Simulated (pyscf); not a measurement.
A first-order saddle from PySCF, ωB97X-D3(BJ)/def2-SVP:

```
Si
H 1 1.4771
H 1 1.4771 2 114.82
Si 1 2.1703 2 122.59 3 -179.99
H 4 1.4771 1 122.59 2 -0.02
H 4 1.4771 5 114.82 1 -179.99
Cl 1 2.5057 2 103.47 3 -112.03
Cl 1 2.5058 2 103.50 3 112.04
```
Charge 0, spin multiplicity 1.

Surface: singlet, charge 0. Lowest wavenumbers (cm⁻¹): 341i, 75, 119, 288, 295.

Q: Which two sides does it connect, and which bonds change?

A: Cl–SiH₂–SiH₂–Cl (SMILES Cl[SiH2][SiH2]Cl) <-> Cl–SiH₂–SiH₂–Cl (SMILES Cl[SiH2][SiH2]Cl), a concerted two-bond exchange read from left to right: Cl–Si, Cl–Si broken and Cl–Si, Cl–Si formed. At CCSD(T)/def2-TZVPP + ΔMP2(QZVPP) it lies +50.2 kcal/mol from the left side and +50.2 kcal/mol from the right (each side as separated species at their lowest minima found). One saddle was located; it need not be the lowest between these sides. The CCSD(T) − MP2 part came from Ansatz, without density fitting, on the same reference.
